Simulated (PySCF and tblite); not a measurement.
C8H12, numbered as in [CH:1]#[C:2][CH:3]1[CH2:4][CH2:5][CH2:6][CH2:7][CH2:8]1. Free energies: PBE0-D3(BJ)/def2-TZVP on PBE0-D3(BJ)/def2-SVP structures plus GFN2-xTB thermal terms, symmetry and mirror images included. Conformers within 4 kcal/mol (GFN2-xTB free energy) were kept, 5 at most. GIAO shieldings: PBE0/pcSseg-1. Couplings: B3LYP/pcSseg-1 with pcJ-1 on H (gas phase; spin-dipole term only for pairs with B, N, F, Si or P). Shifts are against TMS (¹H), TMS (¹³C) at the same level. Programs: PySCF with density fitting and tblite.

The 6-ring runs over atoms 3–4–5–6–7–8.

Two conformers hold nearly all the population. I: 6-ring chair (all substituents equatorial); δ(H3) = 1.94 ppm. II: 6-ring chair (C2 axial); δ(H3) = 2.58 ppm. The average over the ensemble at 298.15 K is 2.17 ppm.

What populations and free-energy difference follow from a two-state model?

p(I) = (2.17 − 2.58)/(1.94 − 2.58) = 0.64, so K = p(II)/p(I) = 0.56 and G(II) − G(I) = −RT ln K = 0.34 kcal/mol. The weights computed directly are 64.6 % and 35.4 %.
